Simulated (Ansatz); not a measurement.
Level of theory: frozen-core CCSD(T)/cc-pVTZ // B3LYP-D3(BJ)/def2-TZVP (Ansatz, an electronic-structure program). The geometry is that of the parent before the electron was removed. Warnings of the run: other_roots.

Ansatz 0.2 input:
```yaml
crystal:
  periodic: [false, false, false]
  atoms:
    - { symbol: F, position_ang: [1.470321, -0.589755, -0.210072] }
    - { symbol: Al, position_ang: [-0.054193, 0.02173, -0.005009] }
    - { symbol: H, position_ang: [-1.244277, -0.835769, -0.564366] }
    - { symbol: H, position_ang: [-0.17185, 1.403793, 0.730207] }
basis:
  gaussian: { orbitals: cc-pVTZ }
correlation:
  method: ccsd_t
total_charge: 1
magnetization:
  spin_polarized: true
  initial_magnetization: 1
```

Output:

```
Functional definition: HF
552 factors; integrals over basis functions are off by at most 1.2e-3 eV
mean field evaluation 1: about -9303.5212 eV, gradient 5.2e1 eV
mean field evaluation 2: about -9303.5275 eV, gradient 5.2e1 eV
mean field evaluation 4: about -9312.0708 eV, gradient 4.4e0 eV
mean field evaluation 8: about -9312.3359 eV, gradient 2.9e-1 eV
mean field evaluation 16: about -9305.2040 eV, gradient 4.8e1 eV
mean field evaluation 32: about -9310.9709 eV, gradient 1.8e0 eV
mean field evaluation 64: about -9304.8301 eV, gradient 1.6e0 eV
mean field evaluation 96: about -9311.0240 eV, gradient 1.5e0 eV
mean field evaluation 128: about -9310.9297 eV, gradient 1.4e0 eV
mean field evaluation 160: about -9310.7885 eV, gradient 3.6e0 eV
mean field evaluation 192: about -9311.1391 eV, gradient 2.4e0 eV
mean field evaluation 224: about -9310.3068 eV, gradient 1.0e-3 eV
mean field evaluation 256: about -9311.3248 eV, gradient 3.5e0 eV
mean field -9312.33768080 eV, -342.2220976401 hartree, gradient 2.1e-6 eV, S^2 0.841726; 8 other end points of the search recorded, 0 dependent functions left out
determinant -9312.33768080 eV, -342.2220976401 hartree, with singles and doubles -9321.29939397 eV, -342.5514345248 hartree
determinant -9310.30675057 eV, -342.1474623308 hartree, with singles and doubles -9318.24654035 eV, -342.4392442233 hartree
determinant -9309.64670551 eV, -342.1232061222 hartree, with singles and doubles -9319.16706254 eV, -342.4730727899 hartree
6 core orbitals not correlated
reference -9312.33768080 eV, -342.2220976401 hartree; 6, 5 occupied and 80, 81 virtual orbitals, 552 factors
second order -8.59382347 eV of doubles, -0.00000000 eV of singles
cycle   1  -8.53541282 eV  change    4.7e-2 eV  update   9.1e-2
cycle   2  -8.80027844 eV  change   -2.6e-1 eV  update   4.0e-2
cycle   3  -8.95453014 eV  change   -1.5e-1 eV  update   3.0e-2
cycle   4  -8.96129592 eV  change   -6.8e-3 eV  update   1.2e-2
cycle   5  -8.96171318 eV  change   -4.2e-4 eV  update   7.0e-3
cycle   6  -8.97030423 eV  change   -8.6e-3 eV  update   3.1e-3
cycle   7  -8.97130106 eV  change   -1.0e-3 eV  update   2.1e-3
cycle   8  -8.97042564 eV  change    8.8e-4 eV  update   9.8e-4
cycle   9  -8.97064058 eV  change   -2.1e-4 eV  update   5.5e-4
cycle  10  -8.97051958 eV  change    1.2e-4 eV  update   1.6e-4
cycle  11  -8.97052534 eV  change   -5.8e-6 eV  update   6.0e-5
cycle  12  -8.97055662 eV  change   -3.1e-5 eV  update   2.1e-5
cycle  13  -8.97054342 eV  change    1.3e-5 eV  update   6.8e-6
perturbative correction -0.27397416 eV, -0.0100683648 hartree
WARN: these amplitudes may be one of several solutions (largest doubles amplitude 0.09, level shift 0.08 eV)
Total energy: -9321.58219838 eV, -342.5618273951 hartree
```

Cost: around 10 core-seconds (rough).
